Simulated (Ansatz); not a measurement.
Consider the ligand exchange at a Mg–O bond: `[F][Mg][O][SiH3]` + CH₃OH → `C[O][Mg][F]` + `O[SiH3]`.

Calculated with Ansatz (gas phase, PBE0-D4/def2-TZVP geometries, no zero-point term in ΔE). CBS: MP2 limit from def2 TZ/QZ plus the TZ coupled-cluster correction, frozen cores. This one scheme is used for every species. Functionals use def2-TZVPP. HSE06 is defined as in plane-wave codes. For Mg outer-core shells are correlated without core-valence functions, which leaves a few kJ/mol of doubt a bond. One conformer a species, not always the lowest.

`[F][Mg][O][SiH3]`:

```xyz
7

F     2.766   -1.200    2.512
Mg    1.535   -0.666    1.393
O     0.278   -0.121    0.252
Si   -0.860    0.373   -0.781
H    -2.226    0.108   -0.244
H    -0.751    1.838   -1.043
H    -0.742   -0.332   -2.090
```

CH₃OH:

Z-matrix (Å, degrees):
```
C
O 1 1.409
H 1 1.097 2 112.4
H 1 1.090 2 107.0 3 -118.5
H 1 1.097 2 112.4 3 123.0
H 2 0.959 1 108.5 3 -61.6
```

`C[O][Mg][F]`:

```xyz
7

C     0.967   -0.451    0.473
O    -0.174    0.083   -0.086
Mg   -1.625    0.759   -0.795
F    -3.076    1.435   -1.504
H     1.060   -1.525    0.257
H     1.874    0.038    0.090
H     0.973   -0.338    1.566
```

`O[SiH3]`:

Z-matrix (Å, degrees):
```
Si
O 1 1.648
H 1 1.489 2 111.7
H 1 1.489 2 111.7 3 120.9
H 1 1.481 2 105.9 3 -119.6
H 2 0.957 1 117.9 3 -60.5
```

```
             level  ΔE (eV)
           PBE0-D4     0.37
          HSE06-D4     0.37
            B2PLYP     0.37
              PBE0     0.36
           r2SCANh     0.37
             HSE06     0.36
           LC-ωPBE     0.36
SCS-MP2/def2-QZVPP     0.40
```

Problem. What does CCSD(T)/CBS give? (Best estimate.)

Solution. Ansatz gave: +0.40 eV. The listed levels differ from it by -0.03, -0.03, -0.03, -0.04, -0.03, -0.04, -0.04, 0.00 eV.

Largest T1 diagnostic among the species: 0.012.

From BLYP to BHLYP (50 % exact exchange), in def2-TZVPP and without D4, ΔE moves by +0.04 eV. Leaving LDA and LC-ωPBE aside and taking each functional with its dispersion term where it has one, the values, not all of them listed here, spread over 0.06 eV, from BLYP-D4 to B97M-V. LDA lies −0.04 eV from PBE without D4.
